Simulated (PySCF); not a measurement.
# What a mistake does to a calculation on CGe2H4

All numbers below are calculated, not measured. They come from PySCF 2.14.0, an open-source quantum chemistry program, on an isolated molecule that a program drew, which may never have been made. The molecule is CGe2H4 (charge 0, singlet), drawn as the SMILES string `[GeH][CH]=[GeH2]`.

Each row is a Hartree-Fock (HF) and frozen-core CCSD(T) single point in the cc-pVDZ basis, meant for a local HF minimum. Run 1 is clean. Each other run has one planted mistake out of seven kinds, and not every kind appears here: one electron removed, one electron added, multiplicity raised by two, geometry at a saddle point, minimal basis STO-3G, one bond length entered in bohr, all coordinates scaled. The reference is restricted for singlets and unrestricted otherwise, and also for a bond in bohr. Adding or removing an electron swaps singlet and doublet. Electrons count all cores. HOMO and LUMO are orbital energies over both spins, the gradient is its largest component, and the lowest frequency (negative if imaginary) is given only where the gradient is small. Bond lengths are over the 6 bonds as drawn. T1 is the CCSD diagnostic: over 0.02 (restricted) or 0.045 (unrestricted) a single reference is doubtful. Germanium has the cc-pVDZ-PP basis, with a core potential (ECP10MDF) in place of its 10 inner electrons, and its 3s, 3p and 3d shells are frozen in CCSD(T).

Geometry of the clean run:
```xyz
7
CGe2H4, angstrom
Ge    2.2860   -2.0212    1.3904
C     0.9354   -0.6926    0.9884
Ge    0.0438   -0.6269   -0.5524
H     2.1696   -2.7801   -0.0076
H     0.6933    0.0660    1.7285
H    -1.0246    0.4110   -0.8982
H     0.2725   -1.6175   -1.6797
```

| run | electrons | basis functions | <S^2> | HOMO (eV) | LUMO (eV) | gradient (hartree/bohr) | lowest frequency (cm^-1) | mean bond (Å) | longest bond (Å) | T1 | HF (hartree) | CCSD(T) (hartree) | mistake |
|---|---|---|---|---|---|---|---|---|---|---|---|---|---|
| 1 | 74 | 80 | 0.000 | -8.28 | 0.47 | 3.5e-05 | 162 | 1.5745 | 1.937 | 0.0151 | -626.86194 | -627.22927 | no fault |
| 2 | 73 | 80 | 0.773 | -14.25 | -6.12 | 4.7e-02 | - | 1.5745 | 1.937 | 0.0192 | -626.59828 | -626.93810 | one electron removed |
| 3 | 74 | 80 | 0.000 | -8.07 | 0.60 | 2.8e-02 | - | 1.5053 | 1.851 | 0.0138 | -626.84799 | -627.20836 | all coordinates scaled |
| 4 | 74 | 80 | 2.360 | -6.87 | -0.27 | 4.4e-02 | - | 1.5745 | 1.937 | 0.0461 | -626.82314 | -627.16839 | multiplicity raised by two |
| 5 | 75 | 80 | 1.099 | -1.02 | 6.57 | 2.8e-02 | - | 1.5745 | 1.937 | 0.0453 | -626.87440 | -627.24733 | one electron added |
| 6 | 74 | 80 | 1.518 | -7.64 | 0.09 | 3.4e-02 | - | 1.8617 | 3.660 | 0.0600 | -626.77413 | -627.09904 | ? |

**Which mistake was planted in run 6, and what did it cost?**

The mean bond changes by a factor of 1.182 and the longest by 1.890, so the molecule wasn't scaled as a whole. A length L in bohr read as angstrom grows by (1/0.5292 - 1) L = 0.890 L. The 6 bonds together grew by 6 x 0.2872 = 1.723 Å, which gives L = 1.937 Å. That is bond Ge1-C2, 1.937 Å in the clean geometry. So the mistake is: one bond length entered in bohr. Subtracting run 1 and multiplying by 627.51 kcal/mol a hartree, the energy moved by 55.1 kcal/mol in HF and 81.7 kcal/mol in CCSD(T).

Cautions from the logs. Run 4: T1 is over the limit, so its CCSD(T) energy is less reliable; run 5: T1 is over the limit, so its CCSD(T) energy is less reliable; run 6: T1 is over the limit, so its CCSD(T) energy is less reliable.
